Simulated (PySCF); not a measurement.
Compound: C₆H₆Cl₂O₃.
SMILES: `CO[C@@H]1OC(=O)C=C1C(Cl)Cl`

Jobs on this species (17 atoms, 100 electrons) with PySCF (density fitting). Hardware of each: one thread, AMD EPYC 9R14 (x86_64), on a shared host. Times come from a shared host and carry two figures at best. Peak memory is the resident size of the whole Python process, interpreter and libraries included.

| level and settings | work | basis functions | SCF cycles | wall time | peak memory |
| --- | --- | --- | --- | --- | --- |
| PBE0/pcSseg-1, IEF-PCM methanol | shieldings, ring-centre shieldings | 231 | ? | ? | ? |
| PBE0/pcSseg-1, IEF-PCM benzene | shieldings, ring-centre shieldings, charges and field gradients | 231 | 15 | 40 s | 1.2 GiB |
| PBE0-D3(BJ)/def2-SVP, grid level 1 | geometry optimisation from a GFN2-xTB start shaken at random | 192 | 59 | 2.3 min | 0.89 GiB |

**Question.** Fill in the missing figures.

**Answer.** 
- PBE0/pcSseg-1, IEF-PCM methanol; shieldings, ring-centre shieldings: 36 s, 1.2 GiB, 14 SCF cycles

**Question.** What do all jobs in the table cost together?

**Answer.** About 3.6 min; the longest takes about 64 % of that, and about 3.8 times as long as the shortest.
